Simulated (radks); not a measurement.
Values are calculated unless marked as measured or tabulated.
The chlorine anion Cl-, [Ar], held by a Watson sphere: a shell of charge +1 at radius R that stands for the Madelung well of a crystal (potential energy -1/R inside, -1/r outside, in hartree with lengths in bohr). Code: a radial shooting solver on a logarithmic mesh with Libxc functionals. Model: scalar-relativistic Kohn-Sham, LDA (Slater exchange, Perdew-Wang correlation), spin-polarised, spherical densities, point nucleus. Response by self-consistent Sternheimer equations with the Hartree and adiabatic LDA kernel, the relativistic mass of each level held fixed and spin-orbit coupling left out. The sphere does not respond.

R (bohr)  e(2p) (eV)  e(3s) (eV)  e(3p) (eV)  <r> 3p (bohr)  sum of <r^2> (bohr^2)  X-ray form factor at sin(theta)/lambda = 0.3 1/angstrom  alpha (bohr^3)
1.98         -189.69     -20.944      -9.176          1.870                  32.60                                                    9.592           17.59
2.26         -189.54     -20.384      -8.743          1.903                  33.70                                                    9.566           19.36
3.23         -188.66     -18.701      -7.217          1.986                  36.60                                                    9.553           26.21
3.48         -188.38     -18.336      -6.861          2.000                  37.14                                                    9.554           27.99
3.62         -188.23     -18.143      -6.670          2.006                  37.41                                                    9.555           28.97
3.98         -187.84     -17.682      -6.211          2.021                  38.00                                                    9.557           31.38
4.13         -187.68     -17.504      -6.033          2.026                  38.22                                                    9.558           32.34
